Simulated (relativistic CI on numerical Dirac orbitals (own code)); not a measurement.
**Co XXIV: q coefficients and field-shift factors**

Calculated at this level of theory: Dirac-Coulomb-Breit CI, orbitals from a KLI potential per configuration, derivatives by finite differences, unscaled Slater integrals, QED left out (own radial code, finite nucleus).

Configurations in the expansion (outside the closed core 1s2): 2s2, 2s.2p, 2p2, 2p.3s, 2p.3p, 2s.3s, 2s.3p, 2s.3d. Levels of other configurations are missing.

With x = (α/α₀)² − 1 an excitation energy changes as ω = ω₀ + qx; K = 2q/ω₀ is the relative enhancement. Terms are leading LS components, so labels can repeat. The field-shift factor is F = δν/δ⟨r²⟩ for the transition from the lowest level.

Lowest level 2s2 1S_0.

```
      Level  ω₀ (cm⁻¹)  q (cm⁻¹)  F (GHz/fm²)
2s.2p 3P°_0     368704     15960         -109
2s.2p 3P°_1     404169     42100         -109
2s.2p 3P°_2     513819    164200         -109
2s.2p 1P°_1     815965    141200         -113
   2p2 3P_0    1014925     77730         -227
   2p2 3P_1    1100567    191400         -229
   2p2 3P_2    1150751    209500         -229
   2p2 1D_2    1303235    317500         -229
   2p2 1S_0    1534823    300100         -222
 2s.3s 3S_1    9675677    122500          -71
 2s.3s 1S_0    9748077    125700        -72.9
2s.3p 3P°_0    9856712    128400         -103
2s.3p 3P°_1    9857499    130300         -104
2s.3p 1P°_1    9894963    171300         -108
2s.3p 3P°_2    9898918    171400         -103
 2s.3d 3D_1    9985743    170500         -104
 2s.3d 3D_2    9990987    175200         -104
 2s.3d 3D_3    9999899    184200         -103
 2s.3d 1D_2   10067638    179700         -104
2p.3s 3P°_0   10142143    144200         -189
2p.3s 3P°_1   10161675    151500         -187
 2p.3p 3D_1   10256867    150900         -221
2p.3s 3P°_2   10291847    297400         -190
```

At this charge energies of transitions that change n are usually good to better than 1 %, and those within a shell (Δn = 0) to a few per cent.

Task: Which transition from the lowest level has the largest |K|?

Result: 2s.2p 3P°_2 at 513819 cm⁻¹, K = 0.639.
